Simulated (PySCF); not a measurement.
C₂H₄Cl₂Si₂. Atoms are numbered in the order given.

```xyz
10

C      2.0102     2.3627     0.0000
C      1.1741     1.4779     0.0000
Si     0.0016     0.0822     0.0000
Si     1.0719    -1.9945     0.0000
Cl    -1.1985     0.2311     1.6888
Cl    -1.1985     0.2311    -1.6888
H      2.7422     3.1504     0.0000
H      1.9203    -2.1083    -1.2202
H      0.0336    -3.0627     0.0000
H      1.9203    -2.1083     1.2202
```
Charge 0, spin multiplicity 1.

Coordinates come from a B3LYP-D3(BJ)/def2-SVP optimisation. The structure was generated by enumeration, and PubChem lists no compound with its InChIKey, so it may never have been made.

Method: PBE0/def2-TZVP in PySCF.

Symmetry labels are those of the subgroup Cs that the program uses (full group Cs).

Computed valence orbital energies around the gap with their symmetry:
```csv
orbital,symmetry,energy (eV)
HOMO−7,A",-10.27
HOMO−6,A',-10.24
HOMO−5,A',-9.84
HOMO−4,A",-9.67
HOMO−3,A",-9.29
HOMO−2,A',-8.92
HOMO−1,A",-8.71
HOMO,A',-8.30
LUMO,A',-1.13
LUMO+1,A",-1.13
LUMO+2,A',-0.06
LUMO+3,A",0.47
```
